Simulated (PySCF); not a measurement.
**Radial density of Os²⁺ (osmium, charge +2)**

M06-L, [Xe] 4f14 5d5 6s1, 6s spin antiparallel (an excited configuration). Calculation: PySCF 2.14, in ANO-RCC-VTZP; the spin-free X2C one-electron Hamiltonian (Gaussian nucleus).

```
r (bohr)  4πr²ρ (e/bohr)  4πr²(ρα − ρβ)
  0.0193           93.85        -0.0044
  0.0324           106.0        -0.0041
  0.0545           141.0         0.0741
  0.0916           109.0         0.3056
   0.154           129.6         0.1178
   0.259           70.22         0.1259
   0.436           79.72         0.5062
   0.734           28.30         0.2613
    1.23           12.90         3.8693
    2.08           2.922         1.3639
    3.49          0.3730        -0.1177
    5.87        0.005180        -0.0045
    9.88       0.0001645        -0.0002
```

Densities and radii are taken from the X2C orbitals without a picture-change correction, which distorts them close to the nucleus.

Spin-orbit coupling, which splits the p, d and f shells strongly at this Z, is absent. With the s spin flipped the determinant is a mixture of two multiplicities, not a spectroscopic state.
